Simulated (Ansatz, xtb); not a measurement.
**C2H7BrGeSi: which of two isomers lies lower**

Structure I: `C=C[SiH]([GeH3])Br`, a singlet. Structure II: `C=[CH][GeH2][SiH2]Br`, a singlet. Both are isolated molecules in the gas phase, relaxed with PBE-D3(BJ)/def2-SVP; each stands in its lowest conformer found.

**Question.** Estimate which is lower in electronic energy at CCSD(T)/def2-SVP + ΔMP2/def2-TZVPP, and by roughly how much.

**Answer.** The CCSD(T)/def2-SVP + ΔMP2/def2-TZVPP calculation puts structure I lower, by 4.3 kcal/mol.

The same difference at several levels:

```json
{"level": "GFN2-xTB", "geometry": "GFN2-xTB", "E(II) − E(I) (kcal/mol)": "−2.4", "departure from the last row (kcal/mol)": "−6.7", "job, with rough time for the two": "optimisation, 0.58 s"}
{"level": "HF/STO-3G", "geometry": "GFN2-xTB", "E(II) − E(I) (kcal/mol)": "+3.5", "departure from the last row (kcal/mol)": "−0.8", "job, with rough time for the two": "single point, 2.7 s"}
{"level": "r2SCAN-D4/def2-SVP", "geometry": "GFN2-xTB", "E(II) − E(I) (kcal/mol)": "+5.0", "departure from the last row (kcal/mol)": "+0.7", "job, with rough time for the two": "single point, 12 s"}
{"level": "PBE-D3(BJ)/def2-SVP", "geometry": "PBE-D3(BJ)/def2-SVP", "E(II) − E(I) (kcal/mol)": "+5.3", "departure from the last row (kcal/mol)": "+1.0", "job, with rough time for the two": "optimisation, 2 min"}
{"level": "HF/def2-SVP", "geometry": "PBE-D3(BJ)/def2-SVP", "E(II) − E(I) (kcal/mol)": "+4.6", "departure from the last row (kcal/mol)": "+0.3", "job, with rough time for the two": "part of the CCSD(T) run"}
{"level": "MP2/def2-SVP", "geometry": "PBE-D3(BJ)/def2-SVP", "E(II) − E(I) (kcal/mol)": "+5.0", "departure from the last row (kcal/mol)": "+0.7", "job, with rough time for the two": "part of the CCSD(T) run"}
{"level": "CCSD(T)/def2-SVP", "geometry": "PBE-D3(BJ)/def2-SVP", "E(II) − E(I) (kcal/mol)": "+4.8", "departure from the last row (kcal/mol)": "+0.4", "job, with rough time for the two": "single point"}
{"level": "CCSD(T)/def2-SVP + ΔMP2/def2-TZVPP", "geometry": "PBE-D3(BJ)/def2-SVP", "E(II) − E(I) (kcal/mol)": "+4.3", "departure from the last row (kcal/mol)": "", "job, with rough time for the two": "single point, 4.3 min"}
```

As drawn, II has 1 C–Ge, 1 Si–H in place of 1 C–Si, 1 Ge–H.

GFN2-xTB puts the two in the other order. The largest departure from CCSD(T)/def2-SVP + ΔMP2/def2-TZVPP is that of GFN2-xTB, 6.7 kcal/mol. The last row adds to CCSD(T) the change of the MP2 difference between the two basis sets, here −0.4 kcal/mol.

With thermal terms from frequencies at re-optimised GFN2-xTB minima (ideal gas, soft modes damped towards free rotors, one conformer each, 298.15 K, 1 atm): on the last row, ΔE + ΔZPE = +4.5, ΔH = +4.3, ΔG = +5.2 kcal/mol.

The correlated steps freeze 25 core orbitals; the filled d shell of Br and Ge is correlated, in a basis made for valence electrons. Programs: Ansatz 0.2.0, xtb 6.7.1; the last row on 2 threads of Intel(R) Xeon(R) Processor @ 2.50GHz (Skylake/Cascade Lake) on a shared host.
